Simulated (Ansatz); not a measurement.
Program: Ansatz. Geometries: PBE0-D4/def2-TZVP. ΔE: electronic, gas phase. CCSD(T)/CBS is the MP2 limit (def2-TZVPP, def2-QZVPP) plus CCSD(T) − MP2 in def2-TZVPP, frozen cores. Functionals use def2-TZVPP. def2 core potentials past Kr. For Ta outer-core shells are correlated without core-valence functions, which leaves a few kJ/mol of doubt a bond. Each species was taken in one conformer, which may not be the lowest.

Reaction (redistribution): `[NH2][Ta]([F])(=[S])[Cl]` + `[Cl][Al]1[CH2][O]1` → `[NH2][Ta](=[S])([Cl])[Cl]` + `[F][Al]1[CH2][O]1`

`[NH2][Ta]([F])(=[S])[Cl]`:

```xyz
7

N     0.059   -1.060   -0.618
Ta   -0.091    0.587    0.406
F    -1.083    0.269    1.959
S    -1.103    1.965   -0.899
Cl    2.003    1.349    0.959
H    -0.254   -1.204   -1.566
H     0.469   -1.905   -0.241
```

`[Cl][Al]1[CH2][O]1`:

Z-matrix (Å, degrees):
```
C
Al 1 1.870
O 1 1.500 2 59.1
H 1 1.090 2 123.5 3 -98.0
H 1 1.090 2 123.5 3 98.0
Cl 2 2.065 1 170.3 3 180.0
```

`[NH2][Ta](=[S])([Cl])[Cl]`:

Z-matrix (Å, degrees):
```
Ta
S 1 2.146
Cl 1 2.293 2 111.1
N 1 1.942 2 104.8 3 118.1
Cl 1 2.293 2 111.1 3 -123.8
H 4 1.009 1 126.4 2 -0.0
H 4 1.013 1 122.6 2 180.0
```

`[F][Al]1[CH2][O]1`:

Z-matrix (Å, degrees):
```
C
Al 1 1.867
O 1 1.507 2 58.9
H 1 1.090 2 123.7 3 -97.6
H 1 1.090 2 123.7 3 97.6
F 2 1.634 1 168.9 3 -180.0
```

(1) Is it downhill or uphill in electronic energy at CCSD(T)/CBS, and by how much? (Estimate.)

(2) What do these levels give: r2SCANh-D4, CAM-B3LYP-D4, B2PLYP, r2SCAN0, MP2/def2-TZVPP, CCSD/CBS(def2)? (An estimate is asked.)

(3) What do rigid-rotor, harmonic-oscillator terms from PBE0-D4/def2-TZVP frequencies (298.15 K, 1 bar) make of the CCSD(T)/CBS value? (Best estimate.)

Largest T1 diagnostic among the species: 0.020.

Results:

(1) Ansatz gave: Downhill: ΔE = -13.6 kJ/mol.

(2) The calculation gave: r2SCANh-D4 -2.1, CAM-B3LYP-D4 -1.3, B2PLYP -10.2, r2SCAN0 -3.1, MP2/def2-TZVPP -26.1, CCSD/CBS(def2) -11.1 kJ/mol.

(3) Computed: ΔZPE = +0.2 kJ/mol, ΔH = -13.3 kJ/mol, ΔS = -1 J/(mol·K), ΔG = -13.0 kJ/mol.

At CCSD(T), def2-SVP lies +9.7 kJ/mol from the extrapolated value and def2-TZVPP +1.4 kJ/mol. Leaving LDA and LC-ωPBE aside and taking each functional with its dispersion term where it has one, the values, not all of them listed here, spread over 13.4 kJ/mol, from PBE-QIDH to ωB97X-V. LDA lies −3.6 kJ/mol from PBE without D4.
